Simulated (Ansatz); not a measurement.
Interaction energy ladder

The pair of Ag⁺ (SMILES [Ag+], atom 1) and SiH3F (SMILES [SiH3]F, atoms 2–6), both closed shells, in one local arrangement (a lower one may exist), relaxed at PBE0-D4/def2-TZVP:

Ag1  (0.154, 0.415, -3.157)
Si2  (-0.036, -0.098, 0.743)
F3  (0.044, 0.121, -0.912)
H4  (0.489, 1.158, 1.307)
H5  (0.815, -1.273, 1.002)
H6  (-1.467, -0.324, 1.017)
(Å)

Computed with Ansatz 0.2.0 (basis: def2-TZVPPD, with def2-QZVPPD for the basis limit); correlated methods freeze the cores. Filled d shells of the heavier atoms are correlated. Core potentials replace the inner electrons of the atoms past krypton. B3LYP uses VWN-RPA correlation. Extrapolation: Hartree–Fock as exp(−7.88 √X), correlation as X^−2.97. Interaction energies count from these two fragments, frozen as in the pair, with the counterpoise correction; negative means bound.

**Question.** What is the interaction energy by CCSD(T) at an estimated basis limit (MP2 extrapolated from triple and quadruple zeta, plus CCSD(T) − MP2 in triple zeta)? (To be estimated.)

**Answer.** Computed: -23.29 kcal/mol. Hartree–Fock alone gives -19.16 kcal/mol at the basis limit. It counts from the two fragments frozen as in the pair.

The same quantity by other methods in triple zeta, and each one's difference from that estimate:
```
   method  E_int (kcal/mol)  difference
   PBE-D4            -23.98       -0.68
revPBE-D4            -21.56        1.74
  BLYP-D4            -24.34       -1.05
r2SCAN-D4            -25.15       -1.85
   B97M-V            -23.71       -0.42
  PBE0-D4            -23.26        0.03
 B3LYP-D4            -24.16       -0.87
 HSE06-D4            -23.19        0.11
  wB97X-V            -22.75        0.55
  wB97M-V            -22.62        0.67
   B2PLYP            -22.48        0.82
       HF            -18.85        4.45
      MP2            -21.59        1.70
     CCSD            -21.13        2.17
  CCSD(T)            -21.36        1.93
```
Differences are method less estimate.

**Question.** Which atoms make the shortest contact between the fragments?

**Answer.** Ag1 and F3, 2.27 Å apart.

Energy to bend the free fragments (PBE0-D4 minima) into their shapes in the pair, CCSD(T)/def2-TZVPPD: SiH3F 2.28 kcal/mol. This must be added to the interaction energy to get the binding energy from relaxed fragments.

Basis-set superposition shift (counterpoise-corrected less uncorrected): CCSD(T) 1.63; MP2 1.51; HF 0.07; PBE0-D4 0.09; wB97M-V 0.10 kcal/mol.

The T1 diagnostic stays at or below 0.012.

For scale, one of the runs: CCSD(T)/def2-TZVPPD, 195 basis functions, launched by `ansatz run in.yaml --threads 4 --pin off --events-out ev --progress --plain --max-ram 9574MiB`. Time: 45 s of wall clock on 4 CPU threads of an Intel Xeon Platinum 8259CL; the host was shared. Peak host memory: 2.6 GiB.
